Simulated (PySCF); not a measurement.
# Exercise with solution: oscillator strength and radiative lifetime

dichloro(silylmethyl)silane (CH₆Cl₂Si₂), SMILES [SiH](Cl)(Cl)C[SiH3].

The structure is a stationary point at r2SCAN-D4/def2-SVP. Other conformers were not sampled.

TDA-PBE/def2-SVPD run with PySCF puts the first singlet state with f over 0.02 at 7.16 eV (vertical), with the transition dipole (-0.203, -0.299, -0.059) in atomic units.

Problem. Find the oscillator strength, the wavelength and the radiative lifetime that this transition would have in vacuum if emission retraced absorption.

Solution. 
|μ|² = 0.1341 au, so |μ| = 0.93 D. ΔE = 7.16/27.211 = 0.2631 hartree. f = (2/3) ΔE |μ|² = 0.024 (the program prints 0.024).
λ = 1239.84/7.16 = 173 nm; ν = 57749 cm⁻¹.
Einstein's coefficient A = 0.6670 ν² f s⁻¹ (ν in cm⁻¹) = 5.2e7 s⁻¹, so τ = 1/A = 19 ns. This state is S3; the lower singlets have f = 0.003, 0.000. The figure is the radiative limit of this one transition; relaxation, internal conversion, crossing to triplets and a medium change what is measured.
